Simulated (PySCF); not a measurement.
HSZn, SMILES [SH][Zn] (connectivity only; charge and spin as stated), neutral, multiplicity 2.

Geometry optimised at PBE0-D3(BJ)/def2-TZVP. The spin state was assumed, not searched. The isomer is the one that the SMILES or the coordinates give; other isomers of the formula were not compared.

All values below come from PySCF with TDA-PBE0/def2-TZVPD.

Vertical excitations. Gas-phase values at a fixed geometry.

| state | energy (eV) | λ (nm) | f | main pairs |
|---|---|---|---|---|
| root 1 | 2.44 | 508 | 0.002 | β HOMO→LUMO 99 % |
| root 2 | 3.48 | 357 | 0.077 | α HOMO→LUMO 97 % |
| root 3 | 3.78 | 328 | 0.088 | α HOMO→LUMO+1 97 % |
| root 4 | 4.16 | 298 | 0.046 | α HOMO−1→LUMO+1 9 %, β HOMO−1→LUMO 82 % |
| root 5 | 4.78 | 259 | 0.000 | α HOMO−1→LUMO 96 % |
| root 6 | 4.98 | 249 | 0.055 | α HOMO→LUMO+2 59 %, α HOMO−1→LUMO+1 33 % |
| root 7 | 5.15 | 241 | 0.105 | α HOMO−1→LUMO+1 32 %, α HOMO→LUMO+2 30 %, β HOMO→LUMO+2 24 %, β HOMO−1→LUMO 6 % |
| root 8 | 5.26 | 236 | 0.000 | β HOMO→LUMO+1 90 % |
| root 9 | 5.46 | 227 | 0.096 | α HOMO→LUMO+3 84 %, β HOMO→LUMO+2 7 % |
| root 10 | 5.63 | 220 | 0.000 | α HOMO−1→LUMO+2 28 %, α HOMO−1→LUMO+3 17 %, β HOMO→LUMO+3 34 %, β HOMO→LUMO+1 6 %, β HOMO→LUMO+4 6 % |
Unrestricted roots are not spin-pure.
